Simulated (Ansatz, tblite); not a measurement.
Isomers of Sn₂F₄ (singlet), found by a short tight-binding search and relaxed with PBE0-D4/def2-SVP in Ansatz.

In the def2 sets Sn takes a core potential; there is no spin–orbit coupling. The xTB rows come from tblite. Correlated methods freeze 12 core orbitals; core or outer-core shells of Sn are correlated, in sets that lack core-valence functions.

Other spin states were run for one of them alone.

A:

```xyz
6

Sn    1.2779   -1.0362    0.8362
Sn   -0.6600    1.7233   -0.0232
F     1.1976    0.7080   -0.4269
F    -0.4803    0.0896    1.3708
F    -1.6336    0.6330   -1.3067
F     0.2984   -2.1178   -0.4503
```

B:

Cartesian coordinates in Å:
```
Sn 0.360 0.332 1.648
Sn -0.366 -0.343 -1.658
F 1.175 -0.478 -0.168
F -1.172 0.492 0.149
F 1.015 2.094 1.116
F -1.012 -2.096 -1.086
```

Task: Estimate which lies lowest at each level, and how far above it the others are (kcal/mol).

Result: 
```json
{"level": "GFN1-xTB", "A": "3.8", "B": "0.0"}
{"level": "GFN2-xTB", "A": "4.6", "B": "0.0"}
{"level": "HF/def2-SVP", "A": "4.0", "B": "0.0"}
{"level": "PBE-D4/def2-TZVP", "A": "2.5", "B": "0.0"}
{"level": "revPBE-D4/def2-TZVP", "A": "2.4", "B": "0.0"}
{"level": "r2SCAN-D4/def2-TZVP", "A": "3.0", "B": "0.0"}
{"level": "PBE0-D4/def2-TZVP", "A": "3.0", "B": "0.0"}
{"level": "ωB97M-V/def2-TZVP", "A": "3.2", "B": "0.0"}
{"level": "MP2/def2-SVP", "A": "2.7", "B": "0.0"}
{"level": "CCSD/def2-SVP", "A": "3.1", "B": "0.0"}
{"level": "CCSD(T)/def2-SVP", "A": "2.9", "B": "0.0"}
```
Point groups (tolerance 0.1 Å): A C2v, B C2h. A and B have the same bonds, so they are conformers or stereoisomers. Lower isomers may exist.
